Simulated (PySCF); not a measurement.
A calculated (BP86, PySCF 2.14, cc-pVTZ-X2C, the spin-free X2C one-electron Hamiltonian (Gaussian nucleus)) atom or ion has these occupied shells.

```csv
shell,electrons,orbital energy (eV),"rms radius, mean of both spins (bohr)"
1s α,1,-3956.5,0.0888
1s β,1,-3956.4,0.0888
2s α,1,-421.80,0.395
2s β,1,-421.77,0.395
2p α,3,-342.18,0.364
2p β,3,-342.15,0.364
3s α,1,-54.224,1.24
3s β,1,-54.125,1.24
3p α,3,-35.111,1.38
3p β,3,-34.979,1.38
4s α,1,-9.504,3.79
```

Name the element and its charge.

Ca+ (calcium, charge +1), in [Ar] 4s1, 2S determinant.
